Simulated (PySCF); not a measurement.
Si(H)2(Cl)(NMe2) (C2H8ClNSi), SMILES CN(C)[SiH2]Cl. Geometry optimised at PBE-D3(BJ)/def2-SVP. One conformer was computed; it need not be the lowest.

Computed equilibrium geometry at PBE-D3(BJ)/def2-SVP (PySCF confirms it by a frequency run) as bond lengths and angles, and its point group (one conformer of several):
point group Cs.
Atoms: Si1 Cl2 N3 C4 C5 H6 H7 H8 H9 H10 H11 H12 H13. Bonds (Å): Si1–Cl2 2.106, Si1–N3 1.732, Si1–H6 1.498, Si1–H7 1.498, N3–C4 1.453, N3–C5 1.453, C4–H8 1.108, C4–H9 1.117, C4–H10 1.114, C5–H11 1.117, C5–H12 1.108, C5–H13 1.114. Bond angles (°): Cl2–Si1–N3 114.8, Cl2–Si1–H6 106.4, Cl2–Si1–H7 106.4, N3–Si1–H6 107.9, N3–Si1–H7 107.9, H6–Si1–H7 113.8, Si1–N3–C4 121.1, Si1–N3–C5 121.1, C4–N3–C5 114.3, N3–C4–H8 110.6, N3–C4–H9 112.8, N3–C4–H10 110.6, H8–C4–H9 107.7, H8–C4–H10 107.7, H9–C4–H10 107.4, N3–C5–H11 112.8, N3–C5–H12 110.6, N3–C5–H13 110.6, H11–C5–H12 107.7, H11–C5–H13 107.4, H12–C5–H13 107.7.
